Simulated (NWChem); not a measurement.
System: SiH4SeS; SMILES [SiH3][Se]S

The following NWChem deck was run.

```
start job
memory heap 200 mb stack 900 mb global 1100 mb
geometry units angstroms noautoz
  Se     0.855195    -0.063453     0.002927
  S     -0.696608    -1.660899     0.118040
  H     -0.847187    -1.837791    -1.215943
  Si    -0.646184     1.670493    -0.015800
  H     -1.486524     1.647825     1.215099
  H     -1.517387     1.587899    -1.224427
  H      0.171989     2.920707    -0.061262
end
basis spherical
  * library 6-31g*
end
dft
  xc xwpbe 1.00 cpbe96 1.0 hfexch 1.00
  cam 0.15 cam_alpha 0.0 cam_beta 1.0
  iterations 150
  vectors input atomic output neutral.movecs
end
task dft energy
charge 1
dft
  odft
  mult 2
  vectors input atomic output cation.movecs
end
task dft energy
```

All runs use the structure optimised with PBE0/def2-SVP.

Ions are spin-unrestricted doublets at the neutral geometry; other ion states weren't tried. Functional: LC-ωPBE (HJS hole) with 6-31G*; the question gives the range parameter ω in 1/bohr.

**Question.** Predict the main results of this run. (LC-wPBE (HJS exchange hole, range parameter 0.15 per bohr)/6-31G* (spherical d), vertical spin-unrestricted ions.) Quantities: vertical ionisation energy, ΔSCF (eV); −ε(HOMO) (eV).

**Answer.** The vertical ionisation energy, ΔSCF (eV) is 9.11 and the −ε(HOMO) (eV) is 8.02.
